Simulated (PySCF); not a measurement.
How methods differ on the ionisation energy of Au⁺

Au⁺ [Xe] 4f14 5d10 → Au²⁺ [Xe] 4f14 5d9 [5d3/2^4 5d5/2^5, M_J = 5/2], as a difference of total energies. All numbers are calculated (PySCF 2.14, the two-component X2C-1e Hamiltonian, in x2c-QZVPPall-2c (16s16p12d7f2g, 191 functions)). Correlated levels: [Kr] 4d10 4f14 frozen; the 58 highest virtual spinors dropped. "Screened" scales the spin-orbit matrix elements by Boettger's factors to mimic the two-electron term; Breit and QED terms are absent.

```tsv
method	ionisation energy (eV)
GHF (spin-free)	19.020
GMP2 (spin-free)	20.902
GHF (screened spin-orbit)	18.391
GMP2 (screened spin-orbit)	20.244
```

The spin-free rows lack the spin-orbit shift.

Problem. Which method comes closest to the reference value, and which is furthest?

Solution. The reference is 20.203 ± 0.025 eV (measured; NIST Atomic Spectra Database, ionization energies). Closest: GMP2 (screened spin-orbit) (error 0.041 eV); furthest: GHF (screened spin-orbit) (error -1.812 eV).
